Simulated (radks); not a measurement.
Values are calculated unless marked as measured or tabulated.
Task: The table gives one normalised radial function P(r) = r R(r) of Ca0.25+ in [Ne] 3s2 4s2 3p(up 3, down 2.75) (r in bohr). Level of theory: scalar-relativistic Kohn-Sham, PBE, spin-polarised, spherical densities, finite nucleus; Fermi nuclear charge, rms radius 3.4776 fm (a radial shooting solver on a logarithmic mesh with Libxc functionals).

| r | P |
|---|---|
| 0.003283 | 0.0579 |
| 0.003761 | 0.0656 |
| 0.004309 | 0.0742 |
| 0.004898 | 0.0832 |
| 0.005611 | 0.0938 |
| 0.006429 | 0.1055 |
| 0.007365 | 0.1184 |
| 0.008438 | 0.1324 |
| 0.009668 | 0.1476 |
| 0.01108 | 0.1639 |
| 0.01269 | 0.1811 |
| 0.01454 | 0.1991 |
| 0.01652 | 0.2164 |
| 0.01893 | 0.2347 |
| 0.02169 | 0.2523 |
| 0.02485 | 0.2684 |
| 0.02847 | 0.2820 |
| 0.03261 | 0.2918 |
| 0.03737 | 0.2962 |
| 0.04281 | 0.2936 |
| 0.04905 | 0.2819 |
| 0.05574 | 0.2609 |
| 0.06387 | 0.2262 |
| 0.07317 | 0.1773 |
| 0.08383 | 0.1132 |
| 0.09604 | 0.0342 |
| 0.11 | -0.0581 |
| 0.1261 | -0.1601 |
| 0.1444 | -0.2660 |
| 0.1655 | -0.3676 |
| 0.1881 | -0.4501 |
| 0.2155 | -0.5123 |
| 0.2468 | -0.5362 |
| 0.2828 | -0.5110 |
| 0.324 | -0.4290 |
| 0.3712 | -0.2883 |
| 0.4253 | -0.0945 |
| 0.4872 | 0.1384 |
| 0.5582 | 0.3888 |
| 0.6345 | 0.6165 |
| 0.7269 | 0.8239 |
| 0.8328 | 0.9700 |
| 0.9541 | 1.0366 |
| 1.093 | 1.0186 |
| 1.252 | 0.9254 |
| 1.435 | 0.7786 |
| 1.644 | 0.6061 |
| 1.883 | 0.4353 |
| 2.14 | 0.2951 |
| 2.452 | 0.1788 |
| 2.81 | 0.0984 |
| 3.219 | 0.0487 |
| 3.688 | 0.0214 |
| 4.225 | 0.0082 |
| 4.84 | 0.0027 |
| 5.546 | 0.0007 |
| 6.354 | 0.0002 |
| 7.221 | 0.0000 |
| 8.273 | 0.0000 |
| 9.478 | 0.0000 |
| 10.86 | 0.0000 |
| 12.44 | 0.0000 |

Which n and l does it have? It may be an empty orbital.

Result: n = 3, l = 0: the number of nodes gives n - l - 1 = 2, the rise at small r (about r^(l+1)) gives l, and the extent must fit the shell. The curve is that of 3s up; the table hardly tells the two spins apart. 3s up: eigenvalue -50.585 eV, 2 radial nodes at r = 0.101, 0.450 bohr, <r> = 1.15 bohr, 90 % of the charge inside 1.72 bohr.
